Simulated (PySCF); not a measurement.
C2H3BO2

C2H3BO2 is a small molecule, neutral, singlet. The structure, one conformer, was relaxed in the gas phase by PBE0-D3(BJ)/def2-SVP. No frequency run checks that it is a minimum.

SMILES: C#CB(O)O

```xyz
8

O    -1.575   -0.979   -0.514
B    -0.804    0.060   -0.111
O    -1.424    1.239    0.141
C     0.731   -0.095    0.056
C     1.934   -0.217    0.188
H    -1.062   -1.775   -0.673
H    -0.809    1.921    0.423
H     2.998   -0.328    0.303
```
(Å; atoms numbered from 1)

Shieldings: GIAO PBE0/pcSseg-2. Shifts are against computed references at the same level: C TMS (σ 184.1 ppm), H TMS (σ 31.24 ppm). Core levels by delta-SCF with SCAN, pcX-2 on the ionised atom and pcseg-1 elsewhere, spin-free X2C; from the vacuum level, for chosen atoms.

**Question.** Give the shieldings and core levels atom by atom.

**Answer.** 
```csv
atoms,bonded to,σ (ppm),δ (ppm),core level (eV)
O1 O3,1 B + 1 H,191.9,-,1s 539.21
B2,1 C + 2 O,78.6,-,1s 198.01
C4,1 B + 1 C,95.0,89.1,-
C5,1 C + 1 H,87.7,96.4,-
H6 H7,1 O,27.18,4.07,-
H8,1 C,29.08,2.17,-
```

Values are those of this one static structure; atoms that internal rotation interchanges would show their mean in an NMR spectrum.

Core levels of C4, C5 are left out, their hole states being strongly spin-contaminated.

**Question.** By CAM-B3LYP/def2-SVPD (TDDFT singlets, Tamm-Dancoff triplets, ionisation by delta-SCF), where does absorption start, and what does vertical ionisation take?

**Answer.** The first singlet with intensity lies at 6.25 eV (f 0.019); what lies below it is dark. The lowest singlet lies at 5.71 eV (f 0.000), the strongest of the first 6 at 7.62 eV (f 0.061), the lowest triplet at 4.83 eV; vertical ionisation takes 11.13 eV.
